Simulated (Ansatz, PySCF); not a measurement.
Spin states of HOW (SMILES [OH][W]), each relaxed with B3LYP-D3(BJ)/def2-TZVP.
State 1 (charge 0, multiplicity 4):
```
atom    x (Å)    y (Å)    z (Å)
----  -------  -------  -------
W     -0.9526  -0.6613  -0.8255
O      0.4218  -0.1214   0.2830
H      0.4976   0.8300   0.4722
```
State 2 (charge 0, multiplicity 6):
```xyz
3

W     -0.996    -0.697    -0.863
O      0.434    -0.097     0.295
H      0.529     0.842     0.498
```

Singlets are restricted, other states unrestricted; no spin–orbit coupling, no relativity up to Kr; see below for the cores. The largest T1 diagnostic is 0.048.

Correlated levels freeze the inner cores; with def2 sets outer-core shells near the valence are correlated too.

Run with Ansatz (a first-principles code); PySCF for the dispersion terms.  In def2 rows elements past Kr take small-core potentials, without spin–orbit coupling.

```csv
level,energy of the multiplicity-6 state less that of the multiplicity-4 state (eV)
PBE-D3(BJ)/def2-TZVPP,-0.188
BLYP-D3(BJ)/def2-TZVPP,0.212
B97M-V/def2-TZVPP,-0.337
r2SCANh/def2-TZVPP,-0.551
B3LYP/def2-TZVPP,0.053
BHLYP-D4/def2-TZVPP,-0.084
wB97M-V/def2-TZVPP,-0.015
B2PLYP-D4/def2-TZVPP,0.052
CCSD(T)/def2-SVP,___
```

### Question
Some entries are withheld; supply them.

### Answer

- CCSD(T)/def2-SVP, energy of the multiplicity-6 state less that of the multiplicity-4 state (eV): -0.071

Doubts at one or more of the structures used: a spin-contaminated determinant (r2SCANh/def2-TZVPP, CCSD(T)/def2-SVP).
